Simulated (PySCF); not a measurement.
**Simulated characterisation data**

Theory: coordinates at the GFN2-xTB level, PBE0/pcSseg-1 with gauge-including orbitals, in PySCF 2.14 (rapidly exchanging positions averaged, no solvent model, one computed conformer, no relativistic terms).

Scale: 1H and 13C against TMS (reference shieldings calculated alike). Splittings of carbon signals by F and P are missing where no couplings were computed. Where no couplings were computed, multiplicities follow the n + 1 count of equivalent neighbours, and m marks all less simple cases (inequivalent or close neighbours, rings, F or P nearby). Acid and N–H amide carbonyl carbons lie up to 10 ppm further downfield in solution (hydrogen bonding). Shifts are as computed. Against solution values, carbons near 30 ppm lie about +3 ppm off and those near 130 ppm about +5 ppm. Of 1309 compounds with measured shifts, 239 miss one by over three times the rms of a fit or turn the order of signals round; such compounds aren't used in these exercises. OH and NH positions are gas-phase values without hydrogen bonding to other molecules.

**1.** `O=CN[SiH2]O[Si@H]1C=C[SiH2]N1`, C₃H₁₀N₂O₂Si₃. 1H NMR (400 MHz, computed): δ 8.33 (s, 1H), 7.51 (m, 1H), 7.41 (m, 1H), 5.63 (m, 1H), 5.54 (m, 1H), 5.51 (m, 1H), 5.27 (m, 1H), 5.16 (m, 1H), 4.47 (br s, 1H), 0.40 (br s, 1H). 13C{1H} NMR (computed): δ 167.7, 157.5, 156.7.

**2.** SMILES CC1(F)C=CC=C1, C₆H₇F. 1H NMR (400 MHz, computed): δ 6.56 (m, 2H), 6.31 (m, 2H), 1.58 (m, 3H). 13C{1H} NMR (computed): δ 150.3 (CH), 138.3 (CH), 105.9 (C), 23.7 (CH3).

**3.** `CCO[SiH2][SiH]([SiH3])[SiH3]`, C₂H₁₄OSi₄. 1H NMR (400 MHz, computed): δ 5.47 (d, 2H), 3.93 (q, 2H), 3.65 (d, 6H), 2.97 (m, 1H), 1.27 (t, 3H). 13C{1H} NMR (computed): δ 65.3 (CH2), 18.3 (CH3).

**4.** `C=C[C@@H]1C=C[C@H]1F`, C₆H₇F. 1H NMR (400 MHz, computed): δ 6.62 (m, 1H), 6.49 (m, 1H), 5.95 (m, 1H), 5.61 (m, 1H), 5.38 (m, 1H), 5.11 (m, 1H), 3.46 (m, 1H). 13C{1H} NMR (computed): δ 153.9 (CH), 147.1 (CH), 146.7 (CH), 123.3 (CH2), 95.5 (CH), 61.0 (CH).
